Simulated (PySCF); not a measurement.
Bond curve of KCa

Set-up: PySCF, no relativity, basis sets K def2-SVP, Ca def2-SVP. Energies in eV from K + Ca in their ground configurations at the same level. All curves are PBE0. state 1: ²Σ⁺ (doublet), unpaired electrons σ ↑; state 2: doublet, unpaired electrons π ↑, a second solution, started from another occupation; state 3: ²Δ (doublet), unpaired electrons δ ↑, a second solution, started from another occupation; state 4: ⁴Π (quartet), unpaired electrons σ ↑↑, π ↑, a second solution, started from another occupation.

| R (Å) | state 1 | state 2 | state 3 | state 4 |
| --- | --- | --- | --- | --- |
| 3.670 | -0.1113 | 0.6445 | 1.4618 | 1.4975 |
| 3.840 | -0.1782 | 0.6809 | 1.4490 | 1.4859 |
| 4.011 | -0.2147 | 0.7393 | 1.4591 | 1.4996 |
| 4.139 | -0.2273 | 0.7929 | 1.4777 | 1.5219 |
| 4.267 | -0.2307 | 0.8520 | 1.5029 | 1.5515 |
| 4.395 | -0.2273 | 0.9142 | 1.5327 | 1.5860 |
| 4.566 | -0.2155 | 0.9991 | 1.5768 | 1.6361 |
| 4.779 | -0.1939 | 1.1031 | 1.6343 | 1.6998 |
| 5.035 | -0.1638 | 1.2180 | 1.7018 | 1.7708 |
| 5.376 | -0.1242 | 1.3450 | 1.7824 | 1.8487 |

Task: Put a parabola through the three lowest points of the state 1 curve and estimate Re, k and ωe (reduced mass 19.73 u; 1 eV/Å² = 0.16022 mdyn/Å; ωe = 1302.8·√(k/μ) cm⁻¹).

Result: Through R = 4.139, 4.267, 4.395 Å the second-order coefficient is 0.208 eV/Å², so Re ≈ 4.267 Å, k ≈ 0.0665 mdyn/Å and ωe ≈ 76 cm⁻¹. A polynomial fit of higher order to the unrounded PBE0 energies gives Re = 4.260 Å, k = 0.0673 mdyn/Å, ωe = 76.1 cm⁻¹; anharmonicity and rounding make the difference.

The higher-order fit for each curve: state 1: Re = 4.260 Å, ωe = 76.1 cm⁻¹, De = 0.231 eV; state 3: Re = 3.841 Å, ωe = 104 cm⁻¹, minimum 1.45 eV above the ground-state fragments; state 4: Re = 3.825 Å, ωe = 111 cm⁻¹, minimum 1.49 eV above the ground-state fragments. State 2 gave no clean fit.

The bond is weak. Basis-set superposition, not corrected here, can be much of De in a small basis, most of all at correlated wavefunction levels. Functionals without a dispersion term scatter widely for such bonds, and LDA overbinds them. ⟨S²⟩ of the unrestricted solution departs from its pure value on part of the curve, where spin states mix. Counting both spins, an empty level lies below a filled one in some of these solutions, because spin and occupation are held. The state is the lowest determinant that a PBE0 search found; another state may lie lower at other levels.
